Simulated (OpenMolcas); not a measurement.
Ru2+ (d6) among equal point charges was computed by CASSCF with the d shell active (OpenMolcas, ANO-RCC-VDZP on the metal). Its lowest spin-free states, and all those of the highest spin:

| 2S+1 | Degeneracy | E (cm-1) |
| --- | --- | --- |
| 5 | 2 | 0.0 |
| 5 | 3 | 2401 |
| 3 | 3 | 15819 |
| 3 | 2 | 17016 |
| 3 | 3 | 17996 |
| 3 | 3 | 18137 |
| 3 | 3 | 19805 |
| 3 | 1 | 19887 |
| 3 | 3 | 20634 |
| 3 | 1 | 21053 |
| 3 | 2 | 21834 |
| 3 | 3 | 22092 |

Task: Is the site octahedral, tetrahedral or cube-like, axial, or of lower symmetry?

Result: The states with 2S+1 = 5 have orbital degeneracies 2, 3. Threefold states need a cubic site. For d6 at this spin an octahedron puts the threefold T2 below the twofold E and a tetrahedron or cube puts the twofold E below the threefold T2, so the site is a tetrahedron or a cube, which this pattern cannot tell apart. The first gap at this spin, 2400 cm-1, is |10Dq| in ligand-field theory. The run had Ru2+ among 4 point charges of -2 e arranged as a tetrahedron (Td), 2.25 Å from the ion.

An orbital doublet at a regular site is open to a Jahn-Teller distortion, which this geometry leaves out. Without dynamic correlation the repulsion within the d shell is too large (B by tens of per cent), so at a given field states of lower spin stand too high. Point charges give a weaker field than real ligands, and real ions of this kind are as a rule low spin; the high spin found here belongs to the model. The ground term spreads over less than 5000 cm-1, several times less than with real ligands, so orbital moments are less quenched and χT lies further from the spin-only value than at real sites. Point charges carry no covalency, so the field is a model and not that of real ligands. No measured value stands beside these numbers.
